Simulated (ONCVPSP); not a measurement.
# tin: variants of one ONCV potential

Base potential:

* Element: tin
* Generator: ONCVPSP 4.0.1
* Type: optimised norm-conserving Vanderbilt (ONCV)
* Functional: PBE
* Relativity: scalar-relativistic
* Frozen core: [Ar] 3d10 4s2
* Valence charge: 20
* Reference configuration: 4p6 4d10 5s2 (charge +2)
* Partial waves: 5s: rc 2.00 bohr, ncon 4, nbas 9, qcut 3.3 1/bohr, 2 projectors, debl 1.1 Ha; 4p: rc 1.00 bohr, ncon 4, nbas 8, qcut 8.6 1/bohr, 2 projectors, debl 2.6 Ha; 4d: rc 1.40 bohr, ncon 5, nbas 9, qcut 11.8 1/bohr, 2 projectors, debl 0.5 Ha; f scattering state at 0.1 Ha: rc 1.65 bohr, ncon 4, nbas 7, qcut 6.9 1/bohr, 2 projectors, debl 3.6 Ha
* Local potential: polynomial inside 0.75 bohr (lpopt 5, dvloc0 0 Ha)
* Core correction: Teter function, fcfact 6, rcfact 1.2

In the p channel the program set the typed energies aside and used -3.938, 0.250 Ha. In the d channel the program set the typed energies aside and used -1.588, 0.250 Ha.

All-electron outer shells of the reference configuration (PBE, scalar-relativistic, ld1.x):

```tsv
shell	level (eV)	outermost node (bohr)	outermost maximum (bohr)
4s	-151.39	0.40	0.74
4p	-107.15	0.41	0.79
4d	-43.21	0.39	0.88
5s	-26.09	0.98	1.94
```

Cutoffs, loose and tight: the cutoffs (Ha) at which the residual kinetic energy of the hardest occupied pseudo-wave falls to 1 and 0.1 mHa per electron. They do not see the model core or the augmentation charge, which bear on the density cutoff. Test errors are all-electron minus pseudo excitation energies from the reference, over the configurations 4p6 4d10 5s2 5p2; 4p6 4d10 5s2 5p1; 4p6 4d10 5s1; 4p5 4d10 5s2 5p2. A dash means not determined; rows that change the core or the reference have their own tests. The largest error is taken over the tests solved by every variant that gives reliable tests at all: 4p6 4d10 5s1; 4p6 4d10 5s2 5p1; 4p6 4d10 5s2 5p2.

1 further variants are left out, since the program set their typed debl aside.

A true bound ghost makes a file unfit for plane-wave use even where its test errors are small: the radial tests pick states by their node count and pass the ghost by.

| change | outcome | cutoff, loose | cutoff, tight | bound ghosts | GHOST(+) flags above zero | largest test error (meV) |
| --- | --- | --- | --- | --- | --- | --- |
| base | generated, projector energies reset by the program | 128 Ha | 205 Ha | s | s | -10.0 |
| core correction Teter function, fcfact 7.7, rcfact 1.2 | generated, projector energies reset by the program | 128 Ha | 205 Ha | s | s | -10.0 |
| core correction none | generated, projector energies reset by the program | 128 Ha | 205 Ha | s | s | -9.9 |
| local potential polynomial inside 0.75 bohr (lpopt 5, dvloc0 -2.5 Ha) | generated, projector energies reset by the program | 128 Ha | 205 Ha | s | s, p, f | -10.0 |

Problem. What comes out with this change to the base: non-relativistic; d: rc 1, qcut 16.5?

Solution. outcome: generated, projector energies reset by the program; cutoff, loose: 132 Ha; cutoff, tight: 204 Ha; bound ghosts: s; GHOST(+) flags above zero: s; largest test error (meV): -1.4.

Problem. What comes out with this change to the base: p: qcut 12.6?

Solution. outcome: generated, projector energies reset by the program; cutoff, loose: 62 Ha; cutoff, tight: 71 Ha; bound ghosts: s; GHOST(+) flags above zero: s; largest test error (meV): -10.

Problem. What comes out with this change to the base: p: qcut 7.3?

Solution. outcome: generated, projector energies reset by the program; cutoff, loose: 180 Ha; cutoff, tight: 213 Ha; bound ghosts: s; GHOST(+) flags above zero: s; largest test error (meV): -10.0.
